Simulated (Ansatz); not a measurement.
B(F)(Me)(Et) (C3H8BF), SMILES CCB(C)F. Atoms are numbered in the order given.

```xyz
13

B      0.2524     0.2195     0.4433
F      0.6033    -0.9980     0.8826
C      0.6969     1.4466     1.3173
H      1.7984     1.4610     1.4051
H      0.3153     1.3349     2.3478
H      0.3671     2.4197     0.9247
C     -0.5649     0.3270    -0.8953
C     -0.8940    -0.9805    -1.6196
H     -0.0060     1.0192    -1.5567
H     -1.4878     0.8939    -0.6582
H     -1.4866    -1.6542    -0.9803
H      0.0222    -1.5269    -1.8951
H     -1.4686    -0.8081    -2.5435
```

Geometry: B3LYP-D3(BJ)/def2-SVP. One conformer was computed; it need not be the lowest.

Two levels are set side by side: PBE-D3(BJ)/def2-SVP (Ansatz, a first-principles code) and B3LYP-D3(BJ)/def2-SVP (Ansatz). Each level has its own optimised geometry; the coordinates shown are those of the second. Differences are taken from unrounded values.

```json
[
 {"quantity": "mean bond length (Å)", "B3LYP-D3(BJ)": "1.237"},
 {"quantity": "bond B1–F2 (Å)", "B3LYP-D3(BJ)": "1.341"},
 {"quantity": "bond B1–C3 (Å)", "B3LYP-D3(BJ)": "1.571"},
 {"quantity": "bond B1–C7 (Å)", "B3LYP-D3(BJ)": "1.572"},
 {"quantity": "bond C7–C8 (Å)", "B3LYP-D3(BJ)": "1.531"},
 {"quantity": "bond C3–H4 (Å)", "B3LYP-D3(BJ)": "1.105"},
 {"quantity": "bond C3–H5 (Å)", "B3LYP-D3(BJ)": "1.105"},
 {"quantity": "bond C3–H6 (Å)", "B3LYP-D3(BJ)": "1.100"},
 {"quantity": "bond C7–H9 (Å)", "B3LYP-D3(BJ)": "1.109"},
 {"quantity": "bond C7–H10 (Å)", "B3LYP-D3(BJ)": "1.109"},
 {"quantity": "bond C8–H11 (Å)", "B3LYP-D3(BJ)": "1.102"},
 {"quantity": "bond C8–H12 (Å)", "B3LYP-D3(BJ)": "1.102"},
 {"quantity": "bond C8–H13 (Å)", "B3LYP-D3(BJ)": "1.102"}
]
```

**Question.** What does PBE-D3(BJ) give, and how far is it from B3LYP-D3(BJ)? (Estimate from the structure and the level; the computed values follow.)

**Answer.** 
| quantity | PBE-D3(BJ) | PBE-D3(BJ) minus B3LYP-D3(BJ) |
|---|---|---|
| mean bond length (Å) | 1.243 | 0.006 |
| bond B1–F2 (Å) | 1.350 | 0.009 |
| bond B1–C3 (Å) | 1.574 | 0.003 |
| bond B1–C7 (Å) | 1.576 | 0.004 |
| bond C7–C8 (Å) | 1.531 | 0.000 |
| bond C3–H4 (Å) | 1.112 | 0.007 |
| bond C3–H5 (Å) | 1.112 | 0.007 |
| bond C3–H6 (Å) | 1.107 | 0.007 |
| bond C7–H9 (Å) | 1.116 | 0.008 |
| bond C7–H10 (Å) | 1.116 | 0.008 |
| bond C8–H11 (Å) | 1.109 | 0.007 |
| bond C8–H12 (Å) | 1.109 | 0.007 |
| bond C8–H13 (Å) | 1.109 | 0.007 |

GGA bonds tend to be longer and softer than those of functionals with exact exchange. Differences between two approximate levels are no errors against the true value.
